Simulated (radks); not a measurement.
Task: Radial electron density D(r) = 4 pi r^2 rho(r) of an atom or ion with 67 electrons. Calculated with a radial shooting solver on a logarithmic mesh with Libxc functionals: scalar-relativistic Kohn-Sham, PBEsol, spin-polarised, spherical densities, finite nucleus; Fermi nuclear charge, rms radius of each element as measured or else 0.836 A^(1/3) + 0.57 fm.

r (bohr),D(r) (e/bohr),spin D(r)
0.0008583,4.153,0.000190
0.0009992,5.306,0.000242
0.001163,6.758,0.000307
0.001365,8.680,0.000393
0.001589,10.96,0.000494
0.00185,13.77,0.000618
0.002154,17.20,0.000767
0.002507,21.34,0.000944
0.002919,26.26,0.00115
0.003425,32.35,0.00140
0.003988,39.00,0.00166
0.004642,46.44,0.00193
0.005404,54.49,0.00221
0.006291,62.88,0.00245
0.007324,71.19,0.00264
0.008595,79.22,0.00272
0.01001,85.49,0.00265
0.01165,89.78,0.00238
0.01356,91.60,0.00190
0.01579,90.85,0.00123
0.01838,88.02,0.000459
0.0214,84.28,-0.000241
0.02511,81.39,-0.000638
0.02923,81.75,-0.000420
0.03403,86.63,0.000541
0.03961,96.03,0.00214
0.04612,107.8,0.00391
0.05369,118.1,0.00508
0.063,122.5,0.00495
0.07335,118.1,0.00402
0.08539,107.4,0.00507
0.0994,96.69,0.0140
0.1157,92.71,0.0400
0.1347,97.84,0.0948
0.1581,107.1,0.200
0.184,108.8,0.364
0.2143,97.01,0.614
0.2494,75.60,0.967
0.2904,56.68,1.42
0.338,50.04,1.91
0.3967,54.81,2.36
0.4618,59.89,2.60
0.5376,56.89,2.61
0.6259,45.91,2.40
0.7286,32.87,2.07
0.8483,22.91,1.68
0.9875,17.07,1.26
1.159,13.44,0.830
1.349,10.50,0.483
1.571,7.473,0.258
1.828,4.708,0.183
2.129,2.656,0.226
2.478,1.426,0.313
2.908,0.7907,0.376
3.385,0.5092,0.368
3.941,0.3360,0.294
4.588,0.1985,0.187
5.341,0.09729,0.0943
6.218,0.03820,0.0375
7.297,0.01074,0.0106
8.495,0.002326,0.00230
9.889,0.0003488,0.000346

What is the nuclear charge?

Result: Z = 68. The innermost maximum, from 1s, lies near gamma/Z bohr with gamma = sqrt(1 - (Z/c)^2) = 0.868, here 0.0128 bohr (found: 0.0140), and its height grows with Z. The density is that of the erbium ion Er+ in [Xe] 4f12 6s1; the configuration itself is not fixed sharply by these data, and Z only to a few units. D(r) has 4 maxima, at r = 0.0140, 0.0630, 0.175, 0.477 bohr, and minima at 0.0268, 0.114, 0.338 bohr, inside which lie 1.92, 11.08, 29.61 electrons.
